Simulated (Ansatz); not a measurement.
SeBr2 was relaxed with PBE-D4 (def2-TZVP) in Ansatz in these states: charge +1 doublet, neutral singlet. The geometries follow in no particular order.

A:

```xyz
3

Se    0.7490   -0.1142   -0.5904
Br   -0.6411    1.7478   -0.3699
Br   -0.1079   -1.6336    0.9603
```

B:

```xyz
3

Se    0.4974   -0.7477    0.0073
Br    1.1176    1.2904    0.7726
Br   -1.6150   -0.5427   -0.7799
```

Task: Judge from the bond lengths which geometry belongs to which state (an estimate).

Result: A is the neutral singlet (Se1–Br2 2.334 Å, Se1–Br3 2.334 Å); B is the charge +1 doublet (Se1–Br2 2.264 Å, Se1–Br3 2.264 Å).
